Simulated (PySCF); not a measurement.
C4H10OSi.
SMILES with atom numbers: `[CH2:1]=[CH:2][CH2:3][CH2:4][SiH2:5][OH:6]` (hydrogens: H7, H8 on C1; H9 on C2; H10, H11 on C3; H12, H13 on C4; H14, H15 on Si5; H16 on O6)

Structure used (GFN2-xTB), in Å, numbered top down from 1:
```
atom  x, y, z in Å
C1     2.9444   -0.0561    0.2313
C2     1.8492   -0.7106   -0.1061
C3     0.6073   -0.0690   -0.6356
C4    -0.5711   -0.2701    0.3209
Si5   -2.1774    0.5321   -0.3100
O6    -3.4183    0.2717    0.7112
H7     3.8146   -0.5542    0.6245
H8     3.0176    1.0141    0.1228
H9     1.7974   -1.7858    0.0154
H10    0.7789    0.9981   -0.7869
H11    0.3585   -0.5103   -1.6045
H12   -0.2934    0.1381    1.2969
H13   -0.7241   -1.3416    0.4716
H14   -2.6698   -0.1064   -1.5232
H15   -1.9524    1.9723   -0.4782
H16   -3.3688    0.4868    1.6384
```

Computed with PySCF 2.14.0, density-fitted response routines, TDDFT B3LYP/def2-SVPD, vertical, gas phase, core orbitals frozen in the response.

Transition dipole moments from the ground state, in atomic units and in the frame of the coordinates above (overall signs are arbitrary), for the states with f of 0.002 or more among the lowest 7:

```csv
state,E (eV),μx,μy,μz
S1,6.391,0.186,-0.073,-0.033
S2,6.832,0.532,-0.054,-0.210
S3,6.973,-0.094,0.059,-0.167
S4,7.037,1.161,0.091,0.256
S5,7.412,0.150,-0.016,0.086
S6,7.468,-0.315,-0.134,-0.240
S7,7.478,-0.202,-0.150,-0.335
```

What oscillator strength does each state have?

f = (2/3) ΔE |μ|² with ΔE in hartree (27.2114 eV).

| state | \|μ\|² (au) | \|μ\| (D) | f |
| --- | --- | --- | --- |
| S1 | 0.041 | 0.51 | 0.006 |
| S2 | 0.330 | 1.46 | 0.055 |
| S3 | 0.040 | 0.51 | 0.007 |
| S4 | 1.422 | 3.03 | 0.245 |
| S5 | 0.030 | 0.44 | 0.005 |
| S6 | 0.175 | 1.06 | 0.032 |
| S7 | 0.175 | 1.06 | 0.032 |

What angle do the transition dipoles of S2 and S4 make?

|cos θ| = |μa·μb| / (|μa| |μb|) = 0.82, so θ ≈ 35° (taken between 0 and 90°, since the signs are arbitrary).

What peak molar absorption coefficient would the strongest computed level give as a lone Gaussian band 0.4 eV wide at half height?

ε(max) = 2.175×10⁸ f / FWHM, with the width in cm⁻¹. S4: 2.175×10⁸ × 0.2451 / 3226 ≈ 17000 L mol⁻¹ cm⁻¹.

Hardware: an Arm Neoverse V1 with one thread, shared host with 32 logical CPUs at a one-minute load of 14. Cost: 37 s of wall time (grids of density and orbitals included), 0.81 GiB resident at most.

One conformer stands for the species.
